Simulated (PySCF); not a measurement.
Computed with PySCF, UPBE0, basis Hf def2-TZVP with ECP60 (scalar-relativistic core potentials, no spin–orbit coupling, density fitting).

```xyz
3
charge 0 multiplicity 3, angstrom
Hf    0.0000    1.5632    0.0000
Hf    1.3537   -0.7816    0.0000
Hf   -1.3537   -0.7816    0.0000
```

Hf₃ (triplet), along the line from Hf1 (at 0) through Hf2 (at 2.707 Å). Core electrons replaced by a potential are absent, the electrostatic potential uses the reduced nuclear charge, and values within about 0.7 Å of such atoms have no physical meaning.

Q: Tabulate the fields along this line at -0.95, -0.81, 0.81, 0.95, 1.08, 1.22, 1.35, 1.49, 1.62, 1.76, 1.90, 3.52, 3.66, 3.79, 3.93, 4.06, 4.20, 4.33 Å.

A: 
| distance (Å) | electron density (e/Å³) | spin density (e/Å³) | electron localisation function | electrostatic potential (V) |
| --- | --- | --- | --- | --- |
| -0.95 | 0.689 | -0.000228 | 0.478 | 22.5 |
| -0.81 | 1.41 | 0.00729 | 0.686 | 34.9 |
| 0.81 | 1.34 | 0.000506 | 0.526 | 34.5 |
| 0.95 | 0.732 | 0.00154 | 0.274 | 21.5 |
| 1.08 | 0.479 | 0.00356 | 0.188 | 14.3 |
| 1.22 | 0.384 | 0.00513 | 0.202 | 10.5 |
| 1.35 | 0.361 | 0.0057 | 0.223 | 9.38 |
| 1.49 | 0.384 | 0.00513 | 0.202 | 10.5 |
| 1.62 | 0.479 | 0.00356 | 0.188 | 14.3 |
| 1.76 | 0.732 | 0.00154 | 0.274 | 21.5 |
| 1.90 | 1.34 | 0.000508 | 0.526 | 34.5 |
| 3.52 | 1.41 | 0.0073 | 0.686 | 34.9 |
| 3.66 | 0.689 | -0.000226 | 0.478 | 22.5 |
| 3.79 | 0.35 | -0.00531 | 0.288 | 15.2 |
| 3.93 | 0.194 | -0.00788 | 0.189 | 10.7 |
| 4.06 | 0.118 | -0.00863 | 0.159 | 7.72 |
| 4.20 | 0.0787 | -0.00831 | 0.173 | 5.64 |
| 4.33 | 0.0557 | -0.00745 | 0.222 | 4.17 |

On a grid of 0.14 Å the density has a local minimum along the bond near 1.35 Å from Hf, at 0.36 e/Å³, where the ELF is 0.22.

Other spin states or occupations of the open shell can lie lower. With an element this heavy the missing spin–orbit coupling can shift these numbers.
